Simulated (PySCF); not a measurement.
## CaBi at UHF

Computed with UHF; Ca def2-SVP, Bi def2-SVP with ECP60; scalar-relativistic core potentials (PySCF 2.14).

| Item | Value |
| --- | --- |
| state | ⁴Σ⁻ (quartet), unpaired electrons σ ↑, π ↑↑ |
| bond length | 3.295 Å |
| harmonic wavenumber | 138 cm⁻¹ |
| force constant | 0.376 mdyn/Å |
| rotational constant Be | 0.04627 cm⁻¹ |
| anharmonicity ωexe | 1.26 cm⁻¹ |
| vibration–rotation constant αe | 0.000328 cm⁻¹ |
| well depth De to Ca + Bi | 0.28 eV |
| dissociation energy D0 | 0.27 eV |
| bond order (Mayer) | 0.85 |
| dipole moment (positive dipole means Ca(−)Bi(+)) | -4.15 D |

Spin–orbit coupling is left out, which matters for elements this heavy, above all for dissociation energies. Hartree–Fock leaves out correlation, which carries a large part of most bond energies and some tenths to 1 eV of ionisation energies. The state is the lowest determinant that a PBE0 search found; another state may lie lower at other levels.
